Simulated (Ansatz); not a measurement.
H3B2O, SMILES `B[B-]O` (lower singlet) (charge -1, multiplicity 1). This singlet lies 0.78 eV below the relaxed triplet at the level frozen-core CCSD(T)/aug-cc-pVTZ // B3LYP-D3(BJ)/def2-TZVPD (Ansatz, a first-principles code).

Cartesian coordinates (Å):
```xyz
6

B     -1.0729     0.0919    -0.1004
B      0.4523     0.1421    -0.0504
O      1.8178     0.1996    -0.0118
H     -1.6480    -0.3987    -1.0467
H     -1.7395     0.5474     0.8024
H      2.1903    -0.5824     0.4070
```
Charge -1, spin multiplicity 1.

Question: Give the natural occupations of the active orbitals, the CASSCF energy and the corrected energy for frozen-core fic-MRCISD+Q@CASSCF(6e,6o)/aug-cc-pVTZ // B3LYP-D3(BJ)/def2-TZVPD (Ansatz).

Answer: 
```yaml
natural_occupations: 1.98, 1.98, 1.98, 0.02, 0.02, 0.02
CASSCF energy: -126.0722 Ha
corrected_energy: -126.4877 Ha
weight_of_the_reference: 0.891
```
